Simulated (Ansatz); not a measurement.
Job for Ansatz (a first-principles code): U-BHLYP/def2-TZVPP on GaH+, 2S+1 = 2, a spin state set in the input, which need not be the lowest, a point of a bond scan (R = 1.668 Å). Charge +1.

Ansatz 0.2 input:
```yaml
crystal:
  periodic: [false, false, false]
  atoms:
    - {symbol: H, position_ang: [0.00000000, 0.00000000, 0.00000000]}
    - {symbol: Ga, position_ang: [0.00000000, 0.00000000, 1.66828500]}
basis:
  gaussian:
    orbitals: def2-TZVPP
    pivot_positions_ang: [[0.00000000, 0.00000000, 0.00000000], [0.00000000, 0.00000000, 1.66828500]]
hamiltonian:
  xc: {name: BHLYP}
total_charge: 1
magnetization: {spin_polarized: true, initial_magnetization: 1}
output: {forces: true, orbitals: {seedname: ./end}}
```

The head of its log:

```
WARN ansatz: RAYON_NUM_THREADS=1 ignored (pool sized by the plan → 1); use --threads N
Functional definition: BHLYP
integrals: 0.01 GiB planned
512 factors; their error is unknown
mean field: 0.19 GiB planned
mean field evaluation 1: about -52383.2606 eV, gradient 7.7e0 eV
mean field evaluation 2: about -52383.7970 eV, gradient 3.6e0 eV
```

Problem. Predict the final total energy.

Solution. -1925.0870 hartree.
